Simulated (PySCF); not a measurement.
3-silylprop-2-yn-1-amine (C₃H₇NSi), SMILES C(#CCN)[SiH3]. Heavy atoms are numbered as in [NH2:1][CH2:2][C:3]#[C:4][SiH3:5]. Hydrogens are named by the atom that carries them.

Coordinates come from a PBE0-D3(BJ)/def2-SVP optimisation. One conformer was computed; it need not be the lowest.

Computed with PBE/def2-TZVP run with PySCF.

Atomic charges (e), one atom of each kind:

```
atom        Mulliken  Löwdin    IAO
----------  --------  ------  -----
N1 (NH2)       -0.44   -0.14  -0.57
C2 (CH2)       -0.16   -0.35  -0.17
C3             -0.15   -0.09  -0.03
C4             -0.07   -0.21  -0.37
Si5 (SiH3)      0.17    0.24   0.59
H on N1         0.21    0.15   0.26
H on C2         0.14    0.15   0.17
H on Si5       -0.02   -0.02  -0.10
```

Computed Mayer and Wiberg (Löwdin basis) orders of the bonds:
```
bond    Mayer  Wiberg
------  -----  ------
N1–C2    1.08    1.48
C2–C3    1.04    1.31
C3–C4    2.67    2.76
C4–Si5   1.03    1.26
```
